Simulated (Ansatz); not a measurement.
Reaction (silylene formation by 1,1-elimination): `F[SiH](F)C(F)(F)F` → `FC(F)(F)F` + `F[SiH]`

Isolated molecules relaxed with PBE0-D4/def2-TZVP in Ansatz; ΔE leaves out vibrations. CCSD(T)/CBS is the MP2 limit (def2-TZVPP, def2-QZVPP) plus CCSD(T) − MP2 in def2-TZVPP, frozen cores. This one scheme is used for every species. DFT in def2-TZVPP. B3LYP here is the variant with VWN-RPA as its local correlation; programs differ in this. HSE06 is defined as in plane-wave codes.

| level | ΔE (kJ/mol) | difference from CCSD(T)/CBS |
| --- | --- | --- |
| LDA (SPW92) | 348.9 | -0.2 |
| PBE-D4 | 335.2 | -13.9 |
| revPBE-D4 | 333.5 | -15.6 |
| BLYP-D4 | 335.0 | -14.1 |
| r2SCAN-D4 | 358.7 | 9.6 |
| B97M-V | 332.6 | -16.5 |
| PBE0-D4 | 341.3 | -7.8 |
| B3LYP-D4 | 341.5 | -7.6 |
| r2SCANh-D4 | 358.0 | 8.9 |
| HSE06-D4 | 340.7 | -8.4 |
| BHLYP-D4 | 349.6 | 0.5 |
| ωB97X-V | 347.1 | -2.0 |
| ωB97M-V | 333.8 | -15.3 |
| B2PLYP | 340.9 | -8.2 |
| PBE-QIDH | 349.7 | 0.6 |
| PBE | 327.2 | -21.9 |
| revPBE | 313.9 | -35.2 |
| BLYP | 318.1 | -31.0 |
| r2SCAN | 356.7 | 7.6 |
| PBE0 | 334.4 | -14.7 |
| B3LYP | 328.6 | -20.5 |
| r2SCAN0 | 354.6 | 5.5 |
| HSE06 | 334.2 | -14.9 |
| BHLYP | 339.3 | -9.8 |
| CAM-B3LYP | 339.7 | -9.4 |
| RPA@PBE/def2-TZVPP | 317.5 | -31.6 |
| HF/def2-SVP | 281.7 | -67.4 |
| MP2/def2-SVP | 304.9 | -44.2 |
| CCSD(T)/def2-SVP | 281.1 | -68.0 |
| HF/def2-TZVPP | 322.1 | -27.0 |
| MP2/def2-TZVPP | 357.0 | 7.9 |
| SCS-MP2/def2-TZVPP | 347.0 | -2.1 |
| CCSD/def2-TZVPP | 332.7 | -16.4 |
| CCSD(T)/def2-TZVPP | 335.0 | -14.1 |
| HF/def2-QZVPP | 324.4 | -24.7 |
| MP2/def2-QZVPP | 365.9 | 16.8 |
| SCS-MP2/def2-QZVPP | 356.3 | 7.2 |
| HF/CBS(def2) | 324.7 | -24.4 |
| MP2/CBS(def2) | 371.1 | 22.0 |
| CCSD/CBS(def2) | 346.8 | -2.3 |
| CCSD(T)/CBS | 349.1 | 0 |

(1) What do rigid-rotor, harmonic-oscillator terms from PBE0-D4/def2-TZVP frequencies (298.15 K, 1 bar) make of the CCSD(T)/CBS value? (An estimate is asked.)

Largest T1 diagnostic among the species: 0.015.

Results:

(1) Computed: ΔZPE = -9.5 kJ/mol, ΔH = +340.7 kJ/mol, ΔS = 135 J/(mol·K), ΔG = +300.3 kJ/mol. Modes under 50 cm⁻¹ make the entropy rough.

Leaving LDA and LC-ωPBE aside and taking each functional with its dispersion term where it has one, the values spread over 26.1 kJ/mol, from B97M-V to r2SCAN-D4. LDA lies +21.7 kJ/mol from PBE without D4. From BLYP to BHLYP (50 % exact exchange), in def2-TZVPP and without D4, ΔE moves by +21.2 kJ/mol.

CCSD(T)/CBS has its own doubt, a few kJ/mol and more with outer-core shells, so smaller differences from it don't rank the levels.
